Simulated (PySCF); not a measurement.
**Correlation energy of Tc³⁺ (technetium, charge +3)**

[Kr] 4d4, high-spin 5D determinant. Computed with PySCF 2.14 in ANO-RCC-VTZP (7s6p4d2f1g, 68 functions), with scalar relativity by spin-free X2C-1e. Frozen: [Kr]; 4 electrons correlated.

| level | correlation energy (mhartree) |
| --- | --- |
| CCSD | -41.06 |
| (T) | -0.31 |
| CCSD(T) | -41.37 |

Diagnostics: T1 = 0.00056, D1 = 0.0009, largest double amplitude 0.024.

Cost of the coupled-cluster step: of the order of 2.4 core-seconds, for 4 correlated electrons.
